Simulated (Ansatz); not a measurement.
C3H7Cl2Ga, SMILES `C[CH](C)[Ga]([Cl])[Cl]`, 13 atoms. Charge 0, multiplicity 1. Correlated methods include outer-core shells of Ga, which these sets cover unevenly. Scalar relativity is left out up to krypton. All runs use 4 threads of an Arm Neoverse V1 on a shared host. Correlated methods freeze the cores.

(1) How many basis functions does each run have, and how long does it take in Ansatz? RKS revPBE-D4/def2-TZVPP energy; direct RPA on PBE orbitals/def2-TZVPP energy; RKS PBE0-D4/def2-SVP energy; RHF-MP2/def2-TZVPP energy; RKS PBE-D4/def2-TZVPP energy and forces; RKS ωB97X-V/def2-TZVPP energy; RHF-MP2/def2-QZVPP energy; RHF-CCSD(T)/def2-SVP energy; RKS ωB97M-V/def2-QZVPP energy; RKS PBE0-D4/def2-QZVPP energy; RKS ωB97M-V/def2-TZVPP energy and forces; RKS PBE0-D4/def2-TZVP relaxation (16 steps). (Best estimate.)

Results:

(1) Ansatz gave: Other jobs shared the machine, so times are rough.

```tsv
level	job	functions	wall time	peak host memory (GiB)
RKS PBE0-D4/def2-SVP	energy	145	2.6 s	0.44
RKS revPBE-D4/def2-TZVPP	energy	323	4.7 s	0.59
RKS PBE-D4/def2-TZVPP	energy and forces	323	6 s	0.6
RHF-MP2/def2-TZVPP	energy	323	11 s	1.1
direct RPA on PBE orbitals/def2-TZVPP	energy	323	11 s	1
RKS ωB97X-V/def2-TZVPP	energy	323	19 s	1.6
RKS PBE0-D4/def2-QZVPP	energy	610	28 s	3.3
RKS ωB97M-V/def2-TZVPP	energy and forces	323	29 s	1.8
RHF-CCSD(T)/def2-SVP	energy	145	30 s	1.1
RKS ωB97M-V/def2-QZVPP	energy	610	49 s	4
RHF-MP2/def2-QZVPP	energy	610	68 s	5.7
RKS PBE0-D4/def2-TZVP	relaxation (16 steps)	257	2.3 min	1.1
```
